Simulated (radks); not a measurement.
Question: Species: K XI. Configuration: [He] 2s2 2p5. All-electron calculation, scalar-relativistic Kohn-Sham, PBEsol, spin-polarised, spherical densities, finite nucleus; open shells are filled with parallel spins first; Fermi nuclear charge, rms radius 3.4349 fm. Program: a radial shooting solver on a logarithmic mesh with Libxc functionals. Some entries of the table are withheld. Estimate them.

orbital,occ.,eigenvalue (eV),<1/r> (bohr^-1)
1s up,1,-3809.061,(1)
1s down,1,-3806.248,(2)
2s up,1,-607.7390,3.938
2s down,1,-602.9781,3.924
2p up,3,(3),(4)
2p down,2,(5),(6)

Answer: 
(1) 1s up <1/r> (bohr^-1): 18.71
(2) 1s down <1/r> (bohr^-1): 18.72
(3) 2p up eigenvalue (eV): -540.3657
(4) 2p up <1/r> (bohr^-1): 3.852
(5) 2p down eigenvalue (eV): -534.7971
(6) 2p down <1/r> (bohr^-1): 3.839
